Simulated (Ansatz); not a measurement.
Reactions of H7NOSiSn (`[NH2][SnH2][SiH2]O`).

Program: Ansatz. Geometries: PBE0-D4/def2-TZVP. ΔE: electronic, gas phase. CBS: MP2 limit from def2 TZ/QZ plus the TZ coupled-cluster correction, frozen cores. This one scheme is used for every species. DFT in def2-TZVPP. B3LYP here is the variant with VWN-RPA as its local correlation; programs differ in this. def2 core potentials past Kr. For Se, Sn outer-core shells are correlated without core-valence functions, which leaves a few kJ/mol of doubt a bond. Scalar relativity is left out up to krypton. One conformer a species, not always the lowest.

| reaction | ωB97M-V (kcal/mol) | B3LYP-D4 (kcal/mol) | CCSD/CBS(def2) (kcal/mol) | CCSD(T)/CBS(def2) (kcal/mol) |
| --- | --- | --- | --- | --- |
| `[NH2][SnH2][SiH2]O` + `O[SiH]1C=C1` → `O[SiH2]O[SiH]1C=C1` + `[NH2][SnH3]` | -22.8 | -22.1 | -23.7 | -22.2 |
| `[NH2][SnH2][SiH2]O` + `C[SiH](O)F` → `C[SiH](F)O[SiH2]O` + `[NH2][SnH3]` | -25.1 | -24.3 | -25.6 | -24.1 |
| `[NH2][SnH2][SiH2]O` + H–F → `[NH2][SnH2][F]` + `O[SiH3]` | -10.9 | -10.4 | -10.8 | -9.4 |
| `[NH2][SnH2][SiH2]O` + `O[Si](F)(Cl)Cl` → `[NH2][SnH2][OH]` + `O[SiH2][Si](F)(Cl)Cl` | 31.5 | 29.7 | 29.7 | 29.9 |
| `[NH2][SnH2][SiH2]O` + H₂Se → `O[SiH2][SeH]` + `[NH2][SnH3]` | -9.6 | -8.0 | -9.9 | -9.1 |
| `[NH2][SnH2][SiH2]O` + CH₃OH → `C[O][SnH2][NH2]` + `O[SiH3]` | 1.2 | 1.6 | -0.5 | 0.2 |
| `[NH2][SnH2][SiH2]O` + `NCBCl` → `O[SiH2][SnH2][Cl]` + `NBCN` | -31.8 | -32.2 | -32.2 | -30.9 |
| `[NH2][SnH2][SiH2]O` + `BCCl` → `[NH2][SnH2][Cl]` + `BC[SiH2]O` | -40.0 | -38.1 | -40.9 | -40.0 |

Largest T1 diagnostic: 0.013, for `[NH2][SnH2][F]`.
